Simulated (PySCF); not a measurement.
Computed shifts of a molecule C4H13NSi, B3LYP/pcSseg-1 (PySCF), GIAO, gas phase, atoms alike by connectivity averaged where their shifts nearly agree, in ppm (number of nuclei): ¹³C: 42.3 (1), 26.4 (1), 3.8 (1), 0.3 (1). ¹⁵N: 46.8 (1). ²⁹Si: -14.2 (1). ¹H: 4.75 (1), 3.19 (1), 2.75 (1), 1.29 (3), 0.47 (1), 0.39 (6). References: ¹³C against TMS (σ = 181.3 ppm); ¹⁵N against NH3 (σ = 265.5 ppm); ²⁹Si against TMS (σ = 338.7 ppm); ¹H against TMS (σ = 31.68 ppm), references at their B3LYP-D3(BJ)/def2-TZVP geometries, non-relativistic. Geometry: PBE0-D3(BJ)/def2-SVP. The values are those of a single conformer.

### Question
Which molecule gave these data?
A) CC(C)N(C)[SiH3]
B) CN[Si](C)(C)C
C) CC[SiH2][C@H](C)N
D) CCN[SiH](C)C

### Answer
D, CCN[SiH](C)C
